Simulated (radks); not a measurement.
The numbers below are computed, except where a source is named.
Task: Be+, 3 electrons, occupied as [He] 2s1 (the NIST ground configuration). Code: a radial shooting solver on a logarithmic mesh with Libxc functionals. Model: scalar-relativistic Kohn-Sham, LDA (Slater exchange, Perdew-Wang correlation), spin-polarised, spherical densities, finite nucleus; open shells are filled with parallel spins first; Fermi nuclear charge, rms radius 2.519 fm. Some entries of the table are withheld. Estimate them.

orbital  occ.  eigenvalue (eV)  <r^2> (bohr^2)  r(max) (bohr)
1s up       1        -116.4767          0.2452         0.2682
1s down     1        -115.9797          0.2439         0.2685
2s up       1         -14.3014             (1)            (2)
2s down     0         -11.9475             (3)            (4)

Result: 
(1) 2s up <r^2> (bohr^2): 6.026
(2) 2s up r(max) (bohr): 1.876
(3) 2s down <r^2> (bohr^2): 6.706
(4) 2s down r(max) (bohr): 1.906
